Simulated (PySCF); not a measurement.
Working out the ionisation energy of Ge+

Ge+ [Ar] 3d10 4s2 4p1 (2P) → Ge(2+) [Ar] 3d10 4s2 (1S). Calculation: PySCF 2.14, in def2-TZVPPD; no relativity, point nucleus. Frozen: [Ne]. Energies in hartree (1 hartree = 27.21139 eV):

| part | Ge+ (lower) | Ge(2+) (upper) |
| --- | --- | --- |
| UHF | -2075.048064 | -2074.488797 |
| MP2 opposite-spin | -0.211750 | -0.203752 |
| MP2 same-spin | -0.096307 | -0.090837 |

Task: What does Hartree-Fock give?

Result: (-2074.488797) − (-2075.048064) = 0.559267 hartree = 15.218 eV.

Task: What do MP2 and SCS-MP2 (6/5 opposite-spin, 1/3 same-spin) give?

Result: The opposite-spin parts differ by 0.218 eV and the same-spin parts by 0.149 eV. MP2: 15.218 + (0.218) + (0.149) = 15.585 eV. SCS-MP2: 15.218 + 1.2 × (0.218) + (0.149)/3 = 15.529 eV.

Measured between the centres of the two terms (NIST): 15.789 eV, so MP2 (valence and next inner shell) is off by -0.204 eV.

The calculation is non-relativistic.

What remains against the reference includes basis incompleteness, the frozen core and correlation beyond second order.
